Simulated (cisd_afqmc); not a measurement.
Input (AFQMC/CISD/aug-cc-pVTZ; cisd_afqmc is a phaseless AFQMC code with CISD trial states that reads the integrals written by Ansatz):

Ansatz 0.2 input:
```python
import cisd_afqmc

open("ham.yaml", "w").write("""\
crystal:
  periodic: [false, false, false]
  atoms:
    - {symbol: As, position_ang: [0.00000000, 0.00000000, 0.00000000]}
basis:
  gaussian:
    orbitals: aug-cc-pVTZ
total_charge: 1
magnetization: {spin_polarized: true, initial_magnetization: 2}
correlation: {method: ccsd, electrons: outside_noble_gas, hamiltonian_folder: ham}
scf: {lower_state_search: full}
""")
rep = cisd_afqmc.ansatz("ham.yaml")
e_ccsd = rep["correlation"]["coupled_cluster"]["energy"]["hartree"]
out = cisd_afqmc.run("ham", e_ccsd, trial="CISD", walkers=200, populations=8, threads=8, dt=0.005, steps=40, early=24, settle=10, least=32,
    cut=5e-5, rank_cut=2e-4, target=0.0004, seconds=1500, seed=1, memory=12960, gpu=False)
```

Output:

```
orbitals 45, occupied [3, 1], factors 249 of 371, rank of the doubles 71 of 170
E(HF) = -2233.890249
E(CCSD) on the cut factors = -2233.960263, shift to the whole factors -0.000010
Energy of the trial state on the determinant = -2233.960270
  tau behind 7.2 of longer steps, mean of the populations' last blocks
   2.0  -2233.96262
   4.0  -2233.96238
   6.0  -2233.96236
   8.0  -2233.96270
blocks 319 (5 outliers left out), error by blocks joined: 1: 0.00003, 2: 0.00003, 4: 0.00004, 8: 0.00005, 16: 0.00006
E(AFQMC/CISD) = -2233.96232 +/- 0.00006
```
